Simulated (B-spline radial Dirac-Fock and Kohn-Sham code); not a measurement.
Elastic and transport cross sections of zirconium for electrons

Level of theory: relativistic (Dirac) partial waves in the static field of the Dirac-Fock atom with Furness-McCarthy exchange, without polarisation or absorption potentials; a radial B-spline solver. σ_tr1 and σ_tr2 weight the cross section with 1 − P₁ and 1 − P₂ of cos θ; "backward" is the share scattered beyond 90°.

```
energy (eV)  σ (a₀²)  σ_tr1 (a₀²)  σ_tr2 (a₀²)  σ/σ_tr1  backward (%)
       2000     7.02        0.668        0.870     10.5           3.5
       3000     5.48        0.381        0.572     14.4           2.3
       3240     5.22        0.341        0.525     15.3           2.1
       4000     4.57        0.252        0.412     18.1           1.7
       4420     4.28        0.217        0.365     19.7           1.5
       5000     3.95        0.181        0.314     21.8           1.3
       5090     3.90        0.176        0.307     22.2           1.3
       5360        ?            ?            ?        ?             ?
       5790     3.58        0.145        0.261     24.7           1.1
       5870     3.55        0.142        0.257     25.0           1.0
       6660     3.26        0.117        0.218     27.8          0.89
       9550     2.55       0.0674        0.134     37.8          0.56
       9820     2.50       0.0645        0.129     38.7          0.54
      10000     2.47       0.0627        0.126     39.3          0.53
```

Problem. Fill in the row for 5.36 keV.

Solution. σ = 3.77 a₀², σ_tr1 = 0.163 a₀², σ_tr2 = 0.288 a₀², σ/σ_tr1 = 23.1, backward 1.2 %. The ratio σ/σ_tr1 is roughly the number of elastic collisions that randomise the direction.

Values without a named source are computed, but for edge energies of neutral atoms, which are taken from tables.
